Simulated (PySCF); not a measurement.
# Dipole moment and polarisability of 4-pyridinecarboxaldehyde

Species: 4-pyridinecarboxaldehyde, C₆H₅NO.
Geometry (GFN2-xTB, Å), atoms numbered from 1 in this order:
```
atom  x, y, z in Å
O1     2.8295    0.9719    0.0110
C2     2.1363   -0.0079   -0.0538
C3     0.6623   -0.0048   -0.0167
C4    -0.0621   -1.1926   -0.1010
C5    -1.4458   -1.1200   -0.0618
N6    -2.1098    0.0173    0.0510
C7    -1.4239    1.1449    0.1306
C8    -0.0397    1.1947    0.1027
H9     2.5756   -1.0210   -0.1505
H10    0.4435   -2.1418   -0.1946
H11   -2.0556   -2.0117   -0.1244
H12   -2.0161    2.0458    0.2209
H13    0.5015    2.1256    0.1687
```

Level: wB97X-D/def2-SVPD (PySCF), static field, nuclei fixed, core orbitals frozen in the response. The polarisability tensor in these axes (au):

```
x   99.05  3.84 -0.98
y    3.84 86.36  3.42
z   -0.98  3.42 45.46
```

**Question.** What are the eigenvalues, a third of the trace, and Δα (Δα² = ½Σ(αi − αj)² over the three pairs)?

**Answer.** Principal values 45.15, 85.61 and 100.12 au; mean 76.96 au = 11.40 Å³ = 12.69 × 10⁻⁴⁰ C²·m²/J; Δα = 49.35 au (64 % of the mean).

**Question.** What is the dipole moment, and where does it point?

**Answer.** (-0.35, -1.80, -0.14) D, 1.84 D in size, pointing from the negative to the positive side. Measured along this direction, the outermost atoms are H13 at the negative end and H11 at the positive end.

**Question.** Traceless (Buckingham) quadrupole moment about the centre of nuclear charge: eigenvalues?

**Answer.** -16.38, 1.46, 14.92 D·Å. The values depend on the origin, since the dipole doesn't vanish. The electronic extent ⟨r²⟩ about the same centre is 902 bohr², a root-mean-square distance of 2.12 Å for the 56 electrons.

**Question.** Form Σ f/ω² (atomic units) for the 8 lowest TDDFT singlets, given as eV and f, and set it beside the mean polarisability, which is this sum over all singlets: 3.75, 0.0001; 4.40, 0.0027; 4.95, 0.0565; 5.35, 0.0000; 5.81, 0.1890; 6.87, 0.0001; 6.91, 0.5196; 7.00, 0.0000.

**Answer.** They add up to 14.01 au, 18.2 % of the 76.96 au; the largest single term is 8.05 au, from the state at 6.91 eV. Terms in order: 0.00, 0.10, 1.71, 0.00, 4.14, 0.00, 8.05, 0.00 au. Higher excitations give the rest. The strengths listed sum to 0.768.

**Question.** What would n − 1 = 2πNα be for an ideal gas of these molecules at 273.15 K and 1 atm, electronic part alone?

**Answer.** N = p/kT = 2.6868 × 10¹⁹ cm⁻³, so n − 1 = 2π × N × 11.40 × 10⁻²⁴ cm³ = 1925 × 10⁻⁶ at long wavelengths.

Geometry: GFN2-xTB, one conformer, isolated molecule.
